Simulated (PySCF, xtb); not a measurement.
Ge(H)(OH)2(OMe) (CH6GeO3), SMILES [O](C)[GeH]([OH])[OH]. Other conformers were not sampled.

Harmonic wavenumbers (cm⁻¹) from GFN2-xTB (xtb) at its own minimum, in rising order: 73, 80, 130, 139, 209, 236, 266, 286, 473, 576, 596, 611, 640, 802, 824, 1058, 1135, 1143, 1412, 1478, 1484, 2000, 2950, 2960, 2979, 3629, 3650.

What does PySCF with PBE-D3(BJ)/def2-SVP give at its own minimum? (Estimate from the structure and the level; the computed values follow.)

29, 102, 134, 158, 227, 258, 268, 314, 607, 666, 687, 707, 720, 900, 906, 1089, 1131, 1153, 1415, 1418, 1429, 2123, 2907, 2977, 3031, 3709, 3721. Paired by order, the mean absolute difference is 51 cm⁻¹ and the zero-point energies are 45.5 and 46.9 kcal/mol.
